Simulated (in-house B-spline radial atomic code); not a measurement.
Results of a calculation; reference values are marked as such.
Building a PAW s channel for Cl, r_c = 1.58 bohr

Cl, [Ne] 3s2 3p5, non-relativistic PBE, spherical and spin-unpolarised, from a B-spline radial code for spherical atoms (atomic units; all potentials screened as in the neutral atom).

Two all-electron partial waves φ1, φ2 are integrated outwards at E1 = ε(3s) = -0.754424 and E2 = E1 + 1 hartree; φ1 is the bound orbital and φ2 has unit norm inside r_c = 1.5844 bohr. Smooth partners are polynomials, r^1(a0 + a1 r² + a2 r⁴ + a3 r⁶), matched to φ and three derivatives at r_c, with no condition on the norm. The local potential is -7.58688 + (6.5169) r² + (-2.4645) r⁴ + (0.354964) r⁶ inside 1.2972 bohr and the all-electron one outside.

```json
{"wave": "1", "φ(r_c)": "0.8156377", "φ'(r_c)": "-0.4025264", "a0": "1.138045", "a1": "-0.3004655", "a2": "0.01546458", "a3": "0.002122034"}
{"wave": "2", "φ(r_c)": "0.5504012", "φ'(r_c)": "-2.103982", "a0": "2.201268", "a1": "-0.9988099", "a2": "0.1077256", "a3": "-0.001602653"}
```

Inside r_c the overlaps are <φi φj> = [[0.58550, 0.74727], [0.74727, 1.00000]] and, for the smooth waves, [[0.75697, 1.05815], [1.05815, 1.56201]]. With χj = (Ej − T − V_local) applied to smooth wave j, the program's quadrature gives the matrix B_ij = <smooth i, χj> as [[1.24921, 2.40615], [2.09527, 4.05626]].

Problem. Check the match of the first wave, and find the augmentation charges q_ij.

Solution. At r_c the four terms are 1.80312, -1.19506, 0.15441, 0.05319, which sum to 0.8157, φ1(r_c) to rounding. q_ij is the all-electron overlap less the smooth one: [[-0.17148, -0.31088], [-0.31088, -0.56201]]. The smooth first wave has a norm of 0.7570 inside r_c against 0.5855, so q11 is negative and must stay small enough for the overlap operator to be positive.

Problem. B isn't symmetric. Show that D_ij = B_ij + Ej q_ij is.

Solution. Integrating by parts gives B12 − B21 = (E1 − E2) q12: 2.40615 − (2.09527) = 0.31088, and −1 × (-0.31088) = 0.31088. So D12 = 2.40615 + (0.245576)(-0.31088) = 2.32980 and D21 = 2.09527 + (-0.754424)(-0.31088) = 2.32981; D11 = 1.37858, D22 = 3.91824. The projectors, p = (B⁻¹)ᵀ χ, are dual to the smooth waves; det B = 0.026, small beside B11 B22, as the two smooth waves look alike inside r_c.

Solving (T + V_local + Σ p D p) ψ = E (1 + Σ p q p) ψ in a sphere of 9 bohr gives these levels:

| all-electron | one projector | two projectors |
| --- | --- | --- |
| -0.754424 | -0.754424 | -0.754424 |
| 0.014840 | 0.013398 | 0.014840 |
| 0.281567 | 0.276418 | 0.281567 |
| 0.707123 | 0.688978 | 0.707117 |
| 1.284170 | 1.224900 | 1.284100 |

Problem. What does the second projector gain?

Solution. With one projector the errors are 0.00, -1.44, -5.15, -18.14, -59.27 millihartree. With two the errors are 0.00, 0.00, 0.00, -0.01, -0.07 millihartree. The scattering is exact at E1 and at E2 = 0.246, and over all levels compared the largest error is 0.07 millihartree. The lowest eigenvalue of the overlap operator is 0.5755 with one and 0.151 with two projectors. The smooth orbital alone needs a cutoff of 6.77 hartree for 1 millihartree of kinetic energy, against 23.9 for a norm-conserving Troullier-Martins orbital of the same radius; part of the gain comes from giving up the norm, part from the simpler form.
